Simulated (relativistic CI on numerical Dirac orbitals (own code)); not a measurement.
## Inner-shell lines of Ag³⁴⁺

Method of calculation: Dirac-Coulomb-Breit CI, KLI orbitals optimised for each configuration, a model potential for QED, unscaled Slater integrals (own radial code, finite nucleus).

Configuration list (outside the closed core 1s2 2p6): 2s2 3s2 3p, 2s 3s2 3p2, 2s 3s2 3p 4p, 2s 3s 3p3, 2s 3s 3p2 4p, 2s2 3s 3p2. Levels of other configurations are missing.

The table holds the strongest lines. The upper levels have an inner-shell vacancy. Auger decay, open to those above the ionisation limit, is not computed, and radiative decays to configurations outside the model are missing too. Absolute energies can be off by a few tenths of a per cent, so close lines can change order. LS names give the leading component, which can be well under half, for lower levels too. Brackets number the levels in order of energy.

```csv
E (eV),Upper,Lower,A (s⁻¹),gA (s⁻¹)
3525.9,2s 3s 3p3 4D°_7/2 [24],2s2 3s 3p2 2D_5/2 [8],2.41e+13,1.93e+14
3526.9,2s 3s 3p3 6S°_5/2 [19],2s2 3s 3p2 4P_3/2 [4],1.57e+13,9.43e+13
3530.3,2s 3s2 3p2 2D_5/2 [14],2s2 3s2 3p 2P°_3/2 [2],3.40e+13,2.04e+14
3530.5,2s 3s 3p3 4D°_3/2 [22],2s2 3s 3p2 2D_3/2 [6],2.74e+13,1.10e+14
3531.0,2s 3s 3p3 4S°_3/2 [20],2s2 3s 3p2 4P_5/2 [5],5.24e+13,2.10e+14
3531.3,2s 3s2 3p2 4P_1/2 [11],2s2 3s2 3p 2P°_1/2 [1],5.26e+13,1.05e+14
3533.7,2s 3s2 3p2 2D_3/2 [15],2s2 3s2 3p 2P°_3/2 [2],2.96e+13,1.18e+14
3536.9,2s 3s 3p3 2D°_5/2 [26],2s2 3s 3p2 2D_5/2 [8],3.66e+13,2.20e+14
3541.9,2s 3s 3p3 4S°_3/2 [20],2s2 3s 3p2 4P_3/2 [4],2.53e+13,1.01e+14
3549.4,2s 3s 3p3 4D°_3/2 [22],2s2 3s 3p2 4P_5/2 [5],2.56e+13,1.03e+14
3566.1,2s 3s 3p3 2P°_3/2 [35],2s2 3s 3p2 2S_1/2 [9],4.38e+13,1.75e+14
3568.4,2s 3s 3p3 4D°_5/2 [23],2s2 3s 3p2 4P_3/2 [4],3.98e+13,2.39e+14
3568.5,2s 3s 3p3 4D°_7/2 [24],2s2 3s 3p2 4P_5/2 [5],3.63e+13,2.91e+14
3568.9,2s 3s 3p3 4P°_3/2 [28],2s2 3s 3p2 2D_3/2 [6],2.36e+13,9.44e+13
3571.7,2s 3s 3p3 4S°_3/2 [20],2s2 3s 3p2 4P_1/2 [3],7.64e+13,3.06e+14
3572.3,2s 3s2 3p2 2P_1/2 [13],2s2 3s2 3p 2P°_1/2 [1],8.59e+13,1.72e+14
3572.4,2s 3s2 3p2 4P_5/2 [16],2s2 3s2 3p 2P°_3/2 [2],2.62e+13,1.57e+14
3574.4,2s 3s 3p3 2S°_1/2 [29],2s2 3s 3p2 2D_3/2 [6],7.38e+13,1.48e+14
3576.4,2s 3s2 3p2 2P_3/2 [17],2s2 3s2 3p 2P°_3/2 [2],1.11e+14,4.42e+14
3576.6,2s 3s 3p3 2P°_1/2 [36],2s2 3s 3p2 2P_3/2 [10],1.21e+14,2.43e+14
3576.7,2s 3s 3p3 2D°_3/2 [30],2s2 3s 3p2 2D_3/2 [6],7.50e+13,3.00e+14
3577.2,2s 3s2 3p2 2D_3/2 [15],2s2 3s2 3p 2P°_1/2 [1],7.31e+13,2.92e+14
3579.5,2s 3s 3p3 2D°_5/2 [26],2s2 3s 3p2 4P_5/2 [5],7.70e+13,4.62e+14
3580.5,2s 3s 3p3 2D°_3/2 [25],2s2 3s 3p2 4P_3/2 [4],6.22e+13,2.49e+14
3581.6,2s 3s 3p3 2D°_5/2 [34],2s2 3s 3p2 2D_5/2 [8],5.50e+13,3.30e+14
3584.4,2s 3s 3p3 4D°_1/2 [21],2s2 3s 3p2 4P_1/2 [3],6.01e+13,1.20e+14
3587.5,2s 3s2 3p2 2S_1/2 [18],2s2 3s2 3p 2P°_3/2 [2],5.88e+13,1.18e+14
3587.9,2s 3s 3p3 4P°_3/2 [28],2s2 3s 3p2 4P_5/2 [5],2.90e+13,1.16e+14
3590.0,2s 3s 3p3 2P°_3/2 [35],2s2 3s 3p2 2D_5/2 [8],5.90e+13,2.36e+14
3591.3,2s 3s 3p3 4P°_1/2 [27],2s2 3s 3p2 4P_3/2 [4],5.48e+13,1.10e+14
4549.2,2s 3s 3p2 4p 4D°_5/2 [71],2s2 3s 3p2 4P_3/2 [4],2.28e+13,1.37e+14
4549.8,2s 3s 3p2 4p 4D°_7/2 [79],2s2 3s 3p2 4P_5/2 [5],2.03e+13,1.62e+14
4550.2,2s 3s 3p2 4p 4P°_3/2 [80],2s2 3s 3p2 4P_5/2 [5],2.56e+13,1.02e+14
4559.8,2s 3s2 3p 4p 2D_5/2 [52],2s2 3s2 3p 2P°_3/2 [2],3.24e+13,1.95e+14
4560.1,2s 3s2 3p 4p 2D_3/2 [44],2s2 3s2 3p 2P°_1/2 [1],2.93e+13,1.17e+14
```
